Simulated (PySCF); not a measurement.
# N²⁺: ionisation energy

N²⁺ [He] 2s2 2p1 (2P) → N³⁺ [He] 2s2 (1S), as a difference of total energies. Computed with PySCF 2.14 in x2c-TZVPPall with one added diffuse shell each of s, p, d type (6s4p3d1f, 40 functions), with scalar relativity by spin-free X2C-1e. Correlated levels: valence: 1s2 frozen. The calculations carry no spin-orbit coupling.

Problem. Order these methods by the ionisation energy they give, lowest first.
A. UHF
B. CCSD (valence)
C. CCSDT (valence)
D. MP2 (valence)

Solution. B (47.211 eV), C (47.246 eV), A (47.293 eV), D (47.463 eV).

A first-order spin-orbit estimate (lowest level to lowest level, LS coupling) adds 0.015 eV.

Errors of the correlated levels include the incompleteness of this basis and the frozen core.

The coupled-cluster amplitudes are large for N³⁺ (T1 above 0.03 or a double amplitude above 0.15), so a single reference is strained.

For comparison: 47.445 eV (semi-empirical (NIST evaluation); NIST Atomic Spectra Database, ionization energies).
